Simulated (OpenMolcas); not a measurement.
Ce3+: moving the ligands

Ce3+ with 6 ligands (fluoride) in trigonal prismatic coordination (D3h) at 2.32 Å, a polar angle of 47.1° against the regular 49.1°. A charge of +0.5 e stands 2.8 Å behind each ligand. Ligand basis ANO-RCC-VDZP.

```
Program             : OpenMolcas
Method              : CASSCF
Basis               : ANO-RCC-VDZP [7s6p4d2f1g]
Scalar Hamiltonian  : DKH2, point nucleus
Active space        : 1 electron in 7 orbitals (4f)
State averaging     : 2S+1 = 2 odd, 7 roots
Spin-orbit coupling : state interaction with AMFI integrals over the reference wave functions
```

Runs around this geometry, states (labels of D3, the rotations of D3h). Energies in cm-1 above the lowest state or level, χT in cm3 K/mol.

```tsv
R (Å)	Ground state	First state of that spin	First gap with spin-orbit (degeneracies)	Width of lowest J	χT at 300 K
2.24	2A1	2A2 63.5	1301 (2, 2)	1445	0.610
2.32	2A1	2A2 17.1	1157 (2, 2)	1250	0.627
2.43	2A2	2A1 12.3	999.5 (2, 2)	1040	0.648
```

Taking the width of the lowest J multiplet as R^-n, n = -ln(1040 / 1445) / ln(2.43 / 2.24) = 4.0 between the shortest and longest distance.

The ground state changes within this set.

No measured value stands beside these numbers; the geometry was imposed, not optimised, and the real ion may take another.
